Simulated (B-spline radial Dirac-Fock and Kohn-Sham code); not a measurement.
**What relativity does to the binding energies of Ir⁶⁸⁺**

System: iridium as Ir⁶⁸⁺, configuration [He] 2s2 2p5.

Both columns are ΔSCF binding energies of the configuration average from an atomic code on a B-spline grid: non-relativistic Hartree-Fock with a point nucleus, and Dirac-Fock with a finite nucleus and the Coulomb interaction alone, averaged over the two j levels with weights 2j+1.

| shell | Hartree-Fock (eV) | Dirac-Fock (eV) | shift (eV) | shift (%) |
| --- | --- | --- | --- | --- |
| 1s | 76194.8 | 83222.0 | +7027.23 | +9.22 |
| 2s | 17548.3 | 19596.1 | +2047.86 | +11.67 |
| 2p | 17198.1 | 18002.3 | +804.25 | +4.68 |

Relativity binds 1s, 2s, 2p more strongly, among those listed most of all 2s in relative terms.

Values without a named source are computed, but for edge energies of neutral atoms, which are taken from tables.
